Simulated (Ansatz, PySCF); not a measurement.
VOF3, SMILES [F][V]([F])(=[O])[F], multiplicity 1. Atoms are numbered in the order given.

```xyz
5

V      0.0000     0.0000    -0.0387
O      0.0000     0.0000    -1.5648
F      1.3985     0.8074     0.4966
F      0.0000    -1.6149     0.4966
F     -1.3985     0.8074     0.4966
```

Geometry: ωB97X-D3(BJ)/def2-SVP. The spin state was assumed, not searched. The isomer is the one that the SMILES or the coordinates give; other isomers of the formula were not compared.

Vertical ionisation energy (IE) and electron affinity (EA) in eV. Rows of orbital energies are one-electron estimates. Where ΔSCF, EOM or ADC give a negative EA the extra electron is unbound and the value depends on the basis.

```
level                                                                   IE    EA
-------------------------------------------------------------------  -----  ----
−ε(HOMO), −ε(LUMO), PBE0/def2-TZVP (PySCF)                             [?]   [?]
−ε(HOMO), −ε(LUMO), PBE/def2-TZVP (PySCF)                             9.61  4.76
ΔSCF, PBE0/def2-SVPD (Ansatz), final states of multiplicity 2 and 2  14.00  2.01
ΔSCF, PBE/def2-SVPD (Ansatz), final states of multiplicity 2 and 2   13.49  1.05
```

### Question
Complete the blanks. (An estimate is asked for; the answer gives what the named calculation found.)

### Answer

- −ε(HOMO), −ε(LUMO), PBE0/def2-TZVP (PySCF), IE: 11.51
- −ε(HOMO), −ε(LUMO), PBE0/def2-TZVP (PySCF), EA: 3.95

### Question
What vertical singlet–triplet gap does ΔSCF give with PBE0/def2-SVPD (Ansatz, a first-principles code) and with PBE/def2-SVPD (Ansatz)? (The exact figures need the calculation; the answer reports its results.)

### Answer
4.08 and 4.84 eV (triplet above singlet where positive).
